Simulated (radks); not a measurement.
Fractional charge and spin in the 6s shell of praseodymium: the spin-up occupation runs from 0 to 1 and the spin-down occupation from 0 to 1; the fullest corner is Pr, [Xe] 4f(up 1.5, down 1.5) 6s(up 1, down 1). Calculated with a radial shooting solver on a logarithmic mesh with Libxc functionals: scalar-relativistic Kohn-Sham, LDA (Slater exchange, Perdew-Wang correlation), spin-polarised, spherical densities, point nucleus. Energy (eV) minus the two flat planes that join the four corners (they meet along the diagonal where the two added fractions sum to one electron); zero is where a piecewise linear energy would lie.

down \ up,0,0.25,0.5,0.75,1
0,0.000,-0.435,-0.591,-0.448,0.000
0.25,-0.435,-0.539,-0.356,0.124,-0.408
0.5,-0.591,-0.356,0.164,-0.336,-0.544
0.75,-0.448,0.124,-0.336,-0.512,-0.407
1,0.000,-0.408,-0.544,-0.407,0.000

Corners above the fullest one (they belong to Pr+ and the next ion): (up 1, down 0) 5.746 eV, (up 0, down 1) 5.746 eV, (up 0, down 0) 16.732 eV. With half an added electron in each spin the energy lies 0.164 eV from the planes, and with half an added electron in spin up alone -0.591 eV. The planes are only a guide here: the flat-plane condition holds for ground states with one frontier orbital, while this shell lies below other occupied shells, so the corners above the fullest one are inner-hole states and not the ground states of those ions.
